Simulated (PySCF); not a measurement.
## Electronic absorption of (Cl2In-mu-F)2

Species: (Cl2In-mu-F)2.
Cartesian coordinates in Å at the PBE0-D3(BJ)/def2-SVP level; atoms count from 1:
```xyz
8
Cl4F2In2 angstrom
In    -0.714   -0.503    1.401
Cl    -1.535   -2.656    1.394
Cl    -0.721    1.109    3.047
F      1.159   -0.458    0.422
In     0.749    0.483   -1.425
Cl     0.760   -1.132   -3.067
Cl     1.565    2.639   -1.408
F     -1.124    0.432   -0.447
```

Computed, not measured: TDDFT PBE0/def2-SVPD, vertical, gas phase, core orbitals frozen in the response, def2 core potentials past Kr in PySCF 2.14.0, density-fitted response routines. Spin–orbit coupling is left out.

Q: Predict the UV-vis stick spectrum at this level.

A: 

| state | E (eV) | E (hartree) | f | main configurations (H = HOMO, L = LUMO) |
| --- | --- | --- | --- | --- |
| S1 | 5.05 | 0.1855 | 0.0000 | H→L (88%), H-1→L+1 (10%) |
| S2 | 5.09 | 0.1869 | 0.0000 | H-2→L (86%), H-2→L+1 (10%) |
| S3 | 5.09 | 0.1869 | 0.019 | H-1→L (85%), H→L+1 (11%) |
| S4 | 5.09 | 0.1869 | 0.0003 | H-3→L (84%), H-3→L+1 (9%) |
| S5 | 5.20 | 0.1912 | 0.092 | H-4→L (89%), H-5→L+1 (10%) |
| S6 | 5.28 | 0.1939 | 0.0000 | H-6→L (90%), H-7→L+1 (10%) |
| S7 | 5.29 | 0.1942 | 0.0000 | H-5→L (86%), H-4→L+1 (13%) |
| S8 | 5.40 | 0.1986 | 0.039 | H-7→L (86%), H-6→L+1 (13%) |
| S9 | 6.17 | 0.2268 | 0.0004 | H→L+1 (83%), H-1→L (11%) |
| S10 | 6.21 | 0.2280 | 0.0000 | H-1→L+1 (85%), H→L (10%) |

Triplets (Tamm–Dancoff): T1 4.71 eV, H→L (79%), H-1→L+1 (18%); T2 4.73 eV, H-1→L (77%), H→L+1 (20%); T3 4.77 eV, H-2→L (53%), H-3→L (26%), H-3→L+1 (13%); T4 4.78 eV, H-3→L (54%), H-2→L (26%), H-2→L+1 (13%).

The lowest singlet comes at 246 nm (487 kJ/mol) in the ultraviolet; it is dark (f under 0.0005); its leading configuration is HOMO→LUMO (88%). The strongest level in the table is S5 at 5.20 eV (238 nm, f = 0.092). S2/S3/S4 and S6/S7 lie within about 0.01 eV of each other in each set. Löwdin shares by element: HOMO chlorine 96%; LUMO indium 40%, chlorine 23% or more (atoms not listed hold the other 37%). The listed states span 1.16 eV, and the widest gap between neighbours is 0.77 eV (S8 to S9). Of the 10 states listed, 3 reach f = 0.01 and 7 stay under 0.0005. No computed singlet lies in the visible range (380 to 750 nm); the lowest, at 246 nm, stands 1.79 eV above its violet end (3.26 eV). The vertical ionisation energy (ΔSCF) is 11.27 eV, 5.06 eV above S10. Singlets were solved by full linear response, triplets in the Tamm–Dancoff approximation.

The run took 5.3 min of wall time (with the writing of density and orbital grids) on Arm Neoverse V2, one thread, shared host with 96 logical CPUs at a one-minute load of 38, and the process peaked at 1.2 GiB of memory.

One conformer stands for the species.
